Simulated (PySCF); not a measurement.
Finite-field polarisability of Tl (thallium, neutral)

[Xe] 4f14 5d10 6s2 6p1, 2P determinant. Computed with PySCF 2.14 in aug-cc-pVTZ-PP with ECP60MDF (6s5p4d2f, 55 functions), with a scalar-relativistic core potential. Frozen: 5s2 5p6 5d10. Energy changes in a uniform field (μhartree):

| axis | F (au) | HF | MP2 | CCSD | CCSD(T) |
| --- | --- | --- | --- | --- | --- |
| x | 0.0019 | -102.065 | -101.938 | -101.059 | -101.210 |
| x | 0.0038 | -408.801 | -408.269 | -404.734 | -405.338 |
| y | 0.0013 | -100.486 | -98.990 | -97.810 | -97.839 |
| y | 0.0026 | -403.651 | -397.520 | -392.713 | -392.822 |

By symmetry the remaining axis equals x.

(1) Derive α along x at CCSD(T) from the two fields.

(2) And the mean polarisability at each level?

CCSD(T) lies more than 5 % above the reference; correlation of the frozen inner shells, absent here, would lower it, and spin-orbit coupling is absent too.

Spin-orbit coupling, absent here, splits the open shell strongly.

Results:

(1) With ΔE = −αF²/2 − γF⁴/24, α = −(16 ΔE(F) − ΔE(2F))/(6F²) = 56.05 bohr³.

(2) The components xx, yy, zz at CCSD(T) are 56.05, 115.6, 56.05, the third axis being equal by symmetry to one of the two computed. Means: HF 77.26, MP2 76.63, CCSD 75.85, CCSD(T) 75.91 bohr³. Reference: 50 ± 2 bohr³ (recommended; Schwerdtfeger and Nagle, table of static dipole polarizabilities (2023 update)).
